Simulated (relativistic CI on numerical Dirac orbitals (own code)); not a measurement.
# Sensitivity of the levels of Bi³²⁺ to α and to the nuclear radius

These numbers are calculated, not measured: Dirac-Coulomb-Breit CI, orbitals from a KLI potential per configuration, derivatives by finite differences, unscaled Slater integrals, QED left out (own radial code, finite nucleus).

Configuration list (outside the closed core [Ar] 3d10 4p6 4d10): 4s²4f⁵, 4s²4f⁴5s, 4s²4f³5s², 4s4f⁴5s². Levels of other configurations are missing.

With x = (α/α₀)² − 1 an excitation energy changes as ω = ω₀ + qx; K = 2q/ω₀ is the relative enhancement. Terms are leading LS components, so labels can repeat. The field-shift factor is F = δν/δ⟨r²⟩ for the transition from the lowest level.

Lowest level 4s²4f⁵ ⁶H°5/2.

```csv
Level,ω₀ (cm⁻¹),q (cm⁻¹),K,F (GHz/fm²)
4s²4f⁵ ⁶H°7/2,30691.3,47210,3.08,2.87
4s²4f⁵ ⁶F°5/2,44803.7,37910,1.69,2.58
4s²4f⁵ ⁶F°3/2,48437.8,43410,1.79,2.92
4s²4f⁵ ⁶H°9/2,52530.1,68100,2.59,4.27
4s²4f⁵ ⁶F°1/2,53763.5,52490,1.95,3.46
4s²4f⁵ ⁶H°11/2,66525.5,69870,2.1,4.57
4s²4f⁵ ⁶F°7/2,69559.5,66590,1.91,4.42
4s²4f⁵ ⁴M°15/2,69684.4,38440,1.1,3.03
4s²4f⁵ ⁶H°13/2,74727.8,62510,1.67,4.33
4s²4f⁵ ⁶F°9/2,87080.3,71920,1.65,4.95
4s²4f⁵ ⁶F°5/2,93987.7,83560,1.78,5.63
4s²4f⁵ ⁶H°15/2,100013.2,92480,1.85,6.24
4s²4f⁵ ⁶F°11/2,101019.0,75300,1.49,5.33
```

At this charge energies of transitions that change n are usually good to better than 1 %, and those within a shell (Δn = 0) to a few per cent. Terms inside the open d or f shell come out 10 to 20 % too wide with unscaled integrals.
